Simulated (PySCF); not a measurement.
Atom-mapped SMILES (the numbers label the heavy atoms): `[BH3-:1][N+:2]#[C:3][CH2:4][C:5](=[O:6])[C:7]([F:8])([F:9])[F:10]`; H(Xn) means a hydrogen on atom n.

Theory: structure optimised with PBE0-D3(BJ)/def2-SVP, σ from GIAO-PBE0/pcSseg-1, in PySCF 2.14 (relativity neglected, equivalent nuclei averaged, a single conformation, no solvent model).

Shifts are taken against calculated references (same method and geometry level): $^{13}$C and $^{1}$H vs TMS; $^{11}$B vs BF3·OEt2; $^{15}$N against NH3; $^{17}$O against H2O; $^{19}$F against CFCl3.

```csv
atoms,nucleus,count,Hirshfeld charge,δ (ppm)
H(C4),$^{1}$H,2,0.09,3.88
C5,$^{13}$C,1,0.16,186.2
C7,$^{13}$C,1,0.26,119.8
C4,$^{13}$C,1,-0.04,27.6
O6,$^{17}$O,1,-0.17,687.8
C3,$^{13}$C,1,0.16,?
H(B1),$^{1}$H,3,-0.08,?
F8/F9/F10,$^{19}$F,3,-0.07,?
N2,$^{15}$N,1,0.02,254.2
B1,$^{11}$B,1,-0.09,-36.5
```

Q: Fill in the missing shifts.

A: 
- C3: 107.7 ppm, nitrilium-type carbon
- H(B1): 2.28 ppm, hydrogen on a boron bonded to N
- F8/F9/F10: -92.9 ppm, fluorine of a CF3 group

Hydrogens on boron are broadened and split by $^{11}$B (spin 3/2, 80 %) and 10B (spin 3). Shifts are as computed. Against solution values, carbons near 30 ppm lie about +2 ppm off and those near 130 ppm about +5 ppm. Of 1313 compounds with measured shifts, 239 miss one by over three times the rms of a fit or turn the order of signals round; such compounds aren't used in these exercises. Unscaled 19F shifts against computed CFCl3 carry errors that often reach 10 to 50 ppm. Unscaled 17O shifts of doubly bonded oxygen tend to come out too high, by tens of ppm or more. Experimental scales use liquid or dissolved standards, which lie at an offset from isolated NH3 (liquid NH3: subtract about 20 ppm) and H2O (liquid H2O: subtract about 36 ppm). Unscaled 15N shifts of sp2 nitrogen come out 20 to 40 ppm too high even then.
